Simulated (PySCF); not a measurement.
Below is a simulated gas-phase B 1s photoelectron spectrum of `[NH2+]1[BH-](C[SiH3])[NH2+][BH2-]1`.

Every computed line was given a Gaussian of 0.5 eV full width at half maximum and an area set by the number of equivalent atoms; the highest printed point is 100. Level of theory: delta-SCF UKS SCAN, pcX-2 on the ionised atom, pcseg-1 elsewhere, spin-free X2C in PySCF 2.14.0.

(binding energy (eV), intensity): (194.5, 0), (194.6, 2), (194.7, 5), (194.8, 15), (194.9, 32), (195.0, 58), (195.1, 84), (195.2, 100), (195.3, 96), (195.4, 75), (195.5, 48), (195.6, 25), (195.7, 10), (195.8, 3), (195.9, 1), (196.0, 0)

Question: How many maxima does the curve show, and how many computed lines lie under it?

Answer: The curve has 1 maximum (at 195.2 eV). Under it lie 2 lines from 2 inequivalent boron sites. At this width some lines have no maximum of their own.

Question: Decompose the envelope and assign each component. Numbering: `[SiH3:1][CH2:2][BH-:3]1[NH2+:4][BH2-:5][NH2+:6]1`.

Answer: 
| position (eV) | relative area | line | atoms | environment |
| --- | --- | --- | --- | --- |
| 195.18 | 1 | B 1s | B5 | four-coordinate boron |
| 195.28 | 1 | B 1s | B3 | four-coordinate boron |

Question: What are the centre and the root-mean-square width of the whole band?

Answer: The area-weighted mean of the lines is 195.23 eV. Their own spread about it is 0.05 eV (rms) and each Gaussian has σ = 0.5/2.355 = 0.21 eV; the variances add, which gives 0.22 eV.

Question: Above which line width would these two lines show one maximum?

Answer: Two equal Gaussians merge once their distance is under 2σ = FWHM/1.177. With 0.11 eV between them that is a full width over 0.13 eV.

The 2 B 1s values lie within 0.10 eV of each other; Gaussian lines of 0.5 eV full width would blend them into one maximum.

The curve has no shake-up lines and no vibrational structure. Isolated species at its PBE0-D3(BJ)/def2-SVP geometry (one conformer only).

On an Arm Neoverse V1 with one thread, on a shared host, this took 73 s of wall time.

Conformer computed: `[SiH3:1][CH2:2][BH-:3]1[NH2+:4][BH2-:5][NH2+:6]1`: Si1–C2–B3–N4 69°.
